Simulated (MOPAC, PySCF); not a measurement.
H10OSi4, SMILES `[SiH3][SiH]([SiH3])[SiH2]O` (H–O–Si–Si torsion 180°, O–Si–Si–Si torsion -62°), neutral singlet in the gas phase. 

Z-matrix (Å, degrees):
```
Si
H 1 1.4935
Si 1 2.3348 2 108.17
O 3 1.6548 1 105.38 2 178.71
H 4 0.9584 3 117.74 1 179.78
H 3 1.4924 4 111.10 5 59.11
H 3 1.4925 6 106.83 4 121.33
Si 1 2.3370 2 109.44 3 -119.63
H 8 1.4865 1 109.47 2 -179.12
H 8 1.4880 9 108.82 1 120.95
H 8 1.4881 9 108.70 10 118.10
Si 1 2.3371 2 109.48 3 119.45
H 12 1.4864 1 109.46 2 178.19
H 12 1.4880 13 108.83 1 -120.98
H 12 1.4881 13 108.71 14 -118.11
```
Charge 0, spin multiplicity 1.

All levels are single points at this geometry (PBE0-D3(BJ)/def2-TZVP); Pople sets use spherical d functions. Orbital energies aren't observables, and empty levels follow the basis.

BP86/6-31G* in PySCF gives dipole (D) = 1.53.

Problem. Estimate the dipole (D) from each of these levels: PBE0-D3(BJ)/def2-TZVP in PySCF; PBE/6-31G* in PySCF; HF/3-21G in PySCF; PM6 in MOPAC; PM7 in MOPAC.

Solution. 
```csv
level,dipole (D)
PBE0-D3(BJ)/def2-TZVP in PySCF,1.38
PBE/6-31G* in PySCF,1.52
HF/3-21G in PySCF,1.78
PM6 in MOPAC,1.84
PM7 in MOPAC,1.40
```
